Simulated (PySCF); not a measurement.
Ligands exchanged one at a time, Sn H-F. Isolated molecules, 0 K electronic values unless said otherwise. Strings in code marks are SMILES.

Level of theory: PBE-D3(BJ)/def2-TZVP // PBE0-D4/def2-TZVP in PySCF 2.14.0. 

| species | HOMO (eV) | dipole moment (D) | HOMO–LUMO gap (eV) |
|---|---|---|---|
| 0 of 4 H replaced by F (`[SnH4]`) | -7.93 | 0.00 | 7.64 |
| 1 of 4 H replaced by F | -7.88 | 2.55 | 6.28 |
| 4 of 4 H replaced by F (`[F][Sn]([F])([F])[F]`) | -10.25 | 0.00 | 5.64 |
